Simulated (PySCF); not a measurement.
Ionising SiBi

PBE0; basis Si def2-SVP, Bi def2-SVP with ECP60; scalar-relativistic core potentials; PySCF 2.14. Neutral (UKS): doublet (π ↑), Re = 2.461 Å, ωe = 387 cm⁻¹, De = 2.47 eV, HOMO -5.85 eV, LUMO -4.15 eV.

SiBi⁺ (UKS): triplet (π ↑↑), Re = 2.612 Å, ωe = 326 cm⁻¹. The energies at the minima are -503.85612 hartree for SiBi and -503.57218 for SiBi⁺.

(1) Work out the adiabatic ionisation energy, without and with harmonic zero-point energies (1 hartree = 27.2114 eV, 1 eV = 8065.5 cm⁻¹), and the change of the bond length.

These are scalar-relativistic numbers at best; spin–orbit coupling would shift them, the dissociation energy most. States were picked by a PBE0 search and need not be the measured ground states.

## Answers

(1) At PBE0: 0.28394 hartree = 7.726 eV between the minima; the zero-point term (326.0 − 387.0)/2 cm⁻¹ = -0.004 eV makes it 7.723 eV. Re changes by +15.1 pm against the neutral. The electron leaves a π orbital, and the longer bond of the ion fits a bonding orbital, or a change in how ionic the bond is.
